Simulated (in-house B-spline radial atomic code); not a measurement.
Whole-atom quantities along the 24-electron series, configuration [Ar] 3d6. Computed with an all-electron radial atomic-structure program (B-spline basis): non-relativistic Hartree-Fock, average of the configuration, point nuclei.

This level leaves out relativity, spin-orbit splitting included, which matters for heavy ions.

| ion | Z | E/Z² (Eh) | Σ<r²> (bohr²) | n(0)/Z³ (bohr⁻³) | Lamb diamagnetic shielding (ppm) | repulsion over attraction |
| --- | --- | --- | --- | --- | --- | --- |
| Te28+ | 52 | -2.2696 | 1.5319 | 0.70427 | 4612.53 | 0.091651 |
| I29+ | 53 | ? | ? | ? | ? | ? |
| Xe30+ | 54 | -2.2866 | 1.3891 | 0.70543 | 4809.86 | 0.088624 |
| Cs31+ | 55 | -2.2947 | 1.3252 | 0.70599 | 4908.52 | 0.087182 |
| Ba32+ | 56 | -2.3026 | 1.2656 | 0.70652 | 5007.18 | 0.085783 |
| La33+ | 57 | -2.3102 | 1.21 | 0.70704 | 5105.83 | 0.084428 |
| Ce34+ | 58 | -2.3175 | 1.158 | 0.70755 | 5204.48 | 0.083113 |
| Pr35+ | 59 | ? | ? | ? | ? | ? |
| Nd36+ | 60 | -2.3316 | 1.0637 | 0.70851 | 5401.78 | 0.080599 |

(1) Fill in the row of I29+.

(2) Fill in the row of Pr35+.

(3) With what power of Z does the column «Σ<r²> (bohr²)» change over this range?

Results:

(1) E/Z² (Eh): -2.2783; Σ<r²> (bohr²): 1.4578; n(0)/Z³ (bohr⁻³): 0.70486; Lamb diamagnetic shielding (ppm): 4711.2; repulsion over attraction: 0.090113.

(2) E/Z² (Eh): -2.3247; Σ<r²> (bohr²): 1.1094; n(0)/Z³ (bohr⁻³): 0.70804; Lamb diamagnetic shielding (ppm): 5303.13; repulsion over attraction: 0.081837.

(3) A fit of the logarithm of its size against log Z from Z = 52 to 60 has slope -2.55. Unscreened non-relativistic hydrogenic orbitals would give -2.
